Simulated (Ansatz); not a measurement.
System: sum formula H3BNO2, charge 0, multiplicity 2. It need not be the lowest isomer of its formula. SMILES: [NH]B(O)O
Coordinates optimised at B3LYP-D3(BJ)/def2-TZVP (Ansatz, a quantum-chemistry and plane-wave program):
```
B
O 1 1.3718
H 2 0.9613 1 116.06
O 1 1.3718 2 125.35 3 1.37
H 4 0.9613 1 116.06 2 -1.37
N 1 1.4519 2 117.26 3 -174.58
H 6 1.0194 1 116.39 2 -91.86
```
Charge 0, spin multiplicity 2.

Parts of the frozen-core correlation energy in 6-31G (Ansatz, hartree). Frozen orbitals: 4; correlated occupied orbitals by spin: 12 and 11; virtual: 26 and 27. UHF or UKS for open shells. No spin-orbit coupling. Non-relativistic.

```
term                            value
-------------------------  ----------
reference (HF)             -230.58796
MP2 opposite-spin            -0.27753
MP2 same-spin                -0.09389
CCSD correlation             -0.39094
(T)                          -0.00748
T1 diagnostic                   0.014
largest doubles amplitude       0.038
<S^2> of the reference          0.757
```
